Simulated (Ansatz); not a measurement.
## F2H4O4W: where a starting geometry ends

The starting geometry of this gas-phase singlet was optimised with GFN2-xTB.

```yaml
atoms:
  - { symbol: F, position_ang: [1.4234, -1.3027, 0.0765] }
  - { symbol: F, position_ang: [-1.4340, 1.3143, -0.0741] }
  - { symbol: O, position_ang: [-1.1712, -1.2290, 0.7466] }
  - { symbol: O, position_ang: [0.4502, 0.5977, 1.6994] }
  - { symbol: O, position_ang: [1.1633, 1.2377, -0.7419] }
  - { symbol: O, position_ang: [-0.4602, -0.5884, -1.6943] }
  - { symbol: W, position_ang: [-0.0065, 0.0069, 0.0024] }
  - { symbol: H, position_ang: [-1.7424, -1.8877, 1.1533] }
  - { symbol: H, position_ang: [0.7378, 0.9107, 2.5629] }
  - { symbol: H, position_ang: [1.7543, 1.8635, -1.1712] }
  - { symbol: H, position_ang: [-0.7148, -0.9229, -2.5597] }
```

**Question.** Predict what it relaxes into with PBE0-D4/def2-SVP.

**Answer.** It keeps its bonds.

The energy falls by 0.56 eV over 66 steps:

| step | E − E(last) (eV) |
| --- | --- |
| 1 | 0.557 |
| 8 | 0.335 |
| 15 | 0.148 |
| 23 | 0.107 |
| 30 | 0.103 |
| 37 | 0.091 |
| 44 | 0.062 |
| 52 | 0.054 |
| 59 | 0.000 |
| 66 | 0.000 |

Final geometry (Å):

```xyz
11

F     1.5084   -1.1847   -0.0096
F    -1.5087    1.1841    0.0092
O    -1.3191   -1.1088    0.7344
O     0.7398    0.3506    1.6852
O     0.7583    1.5498   -0.7302
O    -0.1783   -0.7907   -1.6887
W     0.0003    0.0002    0.0002
H    -2.2326   -0.8448    0.8923
H     1.5302   -0.0740    2.0378
H     0.2831    2.3747   -0.8817
H     0.4185   -1.4564   -2.0490
```

The end wasn't checked by frequencies. Atoms past krypton carry core potentials, without spin–orbit terms. Run with Ansatz 0.2.0, 5.7 min on 2 threads of Arm Neoverse V2, on a shared host.
